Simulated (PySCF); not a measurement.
Ge(AsH2)(F)3 (AsF3GeH2), SMILES [AsH2][Ge]([F])([F])[F].

The structure is a stationary point at B3LYP-D3(BJ)/def2-SVP. This is a generated structure with no PubChem entry under its InChIKey; it may be hypothetical.

Computed with TDDFT-PBE0/def2-SVPD (PySCF).

Vertical excitations.  State labels are in the subgroup Cs.

Computed excitation energies, oscillator strengths and character:
| state | symmetry | energy (eV) | λ (nm) | f | main pairs |
|---|---|---|---|---|---|
| S1 | A' | 6.35 | 195 | 0.152 | HOMO→LUMO 87 % |
| S2 | A" | 7.02 | 177 | 0.010 | HOMO→LUMO+1 97 % |
| S3 | A' | 7.32 | 169 | 0.053 | HOMO→LUMO+2 89 % |
| S4 | A' | 7.66 | 162 | 0.321 | HOMO−1→LUMO 71 %, HOMO→LUMO+3 11 % |
| S5 | A" | 8.11 | 153 | 0.006 | HOMO−2→LUMO 48 %, HOMO−1→LUMO+1 39 %, HOMO→LUMO+4 11 % |
| S6 | A" | 8.25 | 150 | 0.021 | HOMO→LUMO+4 51 %, HOMO−2→LUMO 38 %, HOMO−1→LUMO+1 10 % |
| S7 | A' | 8.39 | 148 | 0.247 | HOMO→LUMO+3 66 %, HOMO−1→LUMO+2 19 % |
| S8 | A" | 8.45 | 147 | 0.000 | HOMO−3→LUMO 97 % |
| S9 | A' | 8.57 | 145 | 0.029 | HOMO−1→LUMO+2 55 %, HOMO−4→LUMO 33 % |
| S10 | A' | 8.75 | 142 | 0.074 | HOMO−4→LUMO 56 %, HOMO−1→LUMO+2 20 %, HOMO→LUMO+3 11 % |
| T1 | A' | 5.08 | 244 | 0 | HOMO→LUMO 94 % |
| T2 | A" | 6.03 | 206 | 0 | HOMO→LUMO+1 87 % |
| T3 | A' | 6.42 | 193 | 0 | HOMO−1→LUMO 84 % |
| T4 | A' | 6.74 | 184 | 0 | HOMO→LUMO+2 78 % |
Triplets are in the Tamm–Dancoff approximation, which puts them higher than full response would, so one can lie above its singlet here.
